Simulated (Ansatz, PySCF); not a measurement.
Al, charge -1, triplet. Base run: WB97X/6-31G* (PySCF).

The PySCF input:
```python
from pyscf import gto, scf, dft

mol = gto.Mole()
mol.atom = '''
    Al    0.00000000    0.00000000    0.00000000
'''
mol.basis = '6-31g*'
mol.charge = -1
mol.spin = 2
mol.verbose = 4
mol.build()

mf = dft.UKS(mol)
mf.xc = 'wb97x'
mf.kernel()
```

The same geometry, method and basis name were run in Ansatz (a quantum-chemistry and plane-wave program) and PySCF, at each program's defaults and at the settings that a row names. The base is PySCF at its defaults. Differences at the defaults can come from grids, fitting, cores and function types together.

```json
[
 {"code and settings": "PySCF, defaults (exact integrals, its default grid, spherical functions)", "ΔE vs base (mEh)": "0.000", "basis functions": "18", "E (Eh)": "-242.33192", "SCF cycles": "7"},
 {"code and settings": "Ansatz, defaults (factorised integrals, its default grid, Cartesian functions)", "ΔE vs base (mEh)": "-1.532", "basis functions": "19", "E (Eh)": "-242.33345", "SCF cycles": "-"},
 {"code and settings": "PySCF, density fitting with def2-universal-jkfit", "ΔE vs base (mEh)": "-0.007", "basis functions": "18", "E (Eh)": "-242.33193", "SCF cycles": "7"},
 {"code and settings": "PySCF, fine grid", "ΔE vs base (mEh)": "-0.001", "basis functions": "18", "E (Eh)": "-242.33192", "SCF cycles": "7"},
 {"code and settings": "Ansatz, high accuracy, Cartesian functions as the basis file defines them", "ΔE vs base (mEh)": "-1.532", "basis functions": "19", "E (Eh)": "-242.33345", "SCF cycles": "-"}
]
```

Open shells are given as the SCF converged; they aren't shown to be the lowest states, and a large step between rows can be another state.
